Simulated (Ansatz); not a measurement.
`CC1=N[CH]1[SnH3]` + `[SiH3]S` → `S[SiH2][SnH3]` + `CC1=NC1`  (formal exchange of groups at the Sn–C bond)

Calculated with Ansatz (gas phase, PBE0-D4/def2-TZVP geometries, no zero-point term in ΔE). CCSD(T)/CBS is the MP2 limit (def2-TZVPP, def2-QZVPP) plus CCSD(T) − MP2 in def2-TZVPP, frozen cores. Functionals use def2-TZVPP. def2 core potentials past Kr. For Sn outer-core shells are correlated without core-valence functions, which leaves a few kJ/mol of doubt a bond. Each species was taken in one conformer, which may not be the lowest.

CCSD(T)/CBS gives -52.1 kJ/mol.

**Question.** Another level gave -54.4 kJ/mol. Which?
A. CCSD(T)/def2-TZVPP
B. HF/def2-TZVPP
C. r2SCAN/def2-TZVPP
D. SCS-MP2/def2-TZVPP

**Answer.** B. HF/def2-TZVPP -54.4, r2SCAN -58.5, CCSD(T)/def2-TZVPP -48.5, SCS-MP2/def2-TZVPP -43.7 kJ/mol.

Largest T1 diagnostic among the species: 0.013.

In def2-TZVPP, CCSD(T) changes the Hartree–Fock value by +5.9 kJ/mol (the triples alone add +1.9 kJ/mol) and MP2 by +9.1 kJ/mol. Leaving LDA and LC-ωPBE aside and taking each functional with its dispersion term where it has one, the values, not all of them listed here, spread over 11.3 kJ/mol, from HSE06-D4 to B2PLYP.
